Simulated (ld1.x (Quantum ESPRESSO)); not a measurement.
## What one change does to a pseudopotential (strontium (Sr), TM)

```json
{
  "Element": "Sr",
  "Generator": "ld1.x (Quantum ESPRESSO) 7.5",
  "Type": "norm-conserving Troullier–Martins (Kleinman–Bylander form)",
  "Functional": "PBE",
  "Relativity": "scalar-relativistic",
  "Frozen core": "[Kr]",
  "Valence charge": "2",
  "Reference configuration": "4d0 5s1.75 5p0 (charge +0.25)",
  "Partial waves": "5s (bound): rc 3.15 bohr; 5p (bound, empty): rc 3.80 bohr; 4f channel at 0.3 Ry: rc 3.40 bohr; 4d (bound, empty): rc 3.50 bohr",
  "Local potential": "the d channel",
  "Core correction": "Bessel-smoothed model core, default radius (core density twice the valence density)"
}
```

All-electron outer shells of the reference configuration (PBE, scalar-relativistic, ld1.x):

| shell | level (eV) | outermost node (bohr) | outermost maximum (bohr) |
| --- | --- | --- | --- |
| 4s | -42.36 | 0.59 | 1.19 |
| 4p | -24.28 | 0.61 | 1.33 |
| 5s | -4.67 | 1.65 | 3.62 |
| 4d | -2.55 | 0.65 | 2.09 |
| 5p | -2.25 | 1.95 | 4.65 |

Change: wave 5s (bound): rc 3.15 bohr becomes 5s (bound): rc 2.10 bohr.

Cutoffs: the cutoffs (Ry, on a coarse ladder) from which the occupation-weighted sum of valence levels, in a spherical-Bessel basis at the reference potential, stays within 10 and 1 mRy of its value at 400 Ry; they do not see the model core or the augmentation charge, which bear on the density cutoff. Errors are all-electron minus pseudo energies relative to the spin-unpolarised reference configuration.

Question: What does the change do?

Answer: The potential gets harder (6 Ry and 8 Ry → 50 Ry and 70 Ry); both files keep a bound ghost (s); of the 7 tests that both files solve, the error grows in 4 and shrinks in 2 by more than 15 % and 0.3 meV (median size 4.9 → 15.4 meV). A smaller radius makes the pseudo-wave follow the all-electron one further in, where it bends more sharply, so more plane waves are needed.

| quantity | base | changed |
| --- | --- | --- |
| cutoff, loose | 6 Ry | 50 Ry |
| cutoff, tight | 8 Ry | 70 Ry |
| bound ghosts | s | s |
| error for 4d0 5s2 5p0, meV [ΔE -1.02 eV] | -0.2 | -1.7 |
| error for 4d0 5s1 5p0, meV [ΔE 4.86 eV] | -4.9 | -19 |
| error for 4d0 5s1.5 5p0, meV [ΔE 1.32 eV] | -0.4 | -2.0 |
| error for 4d0.5 5s1.5 5p0, meV [ΔE 0.12 eV] | -9.8 | -8.9 |
| error for 4d0 5s1 5p1, meV [ΔE 1.28 eV] | -4.4 | -15 |
| error for 4d1 5s1 5p0, meV [ΔE 1.30 eV] | -28 | -18 |
| error for 4d1 5s0 5p0, meV [ΔE 6.63 eV] | -43 | -17 |
| s: phases at 4.08 bohr within 0.05 rad from the reference energy up to (Ry; the scan ends near 5) | 1.4 | n/a |
| p: phases at 4.08 bohr within 0.05 rad from the reference energy up to (Ry; the scan ends near 5) | -0.1 | -0.1 |
| d: phases at 4.08 bohr within 0.05 rad from the reference energy up to (Ry; the scan ends near 5) | 0.6 | 0.6 |
| f: phases at 4.08 bohr within 0.05 rad from the reference energy up to (Ry; the scan ends near 5) | 2.2 | 2.2 |

Base: The cutoffs count occupied waves only; the empty 4d level needs 12 Ry at the loose tolerance. A true bound ghost makes a file unfit for plane-wave use even where its test errors are small: the radial tests pick states by their node count and pass the ghost by.
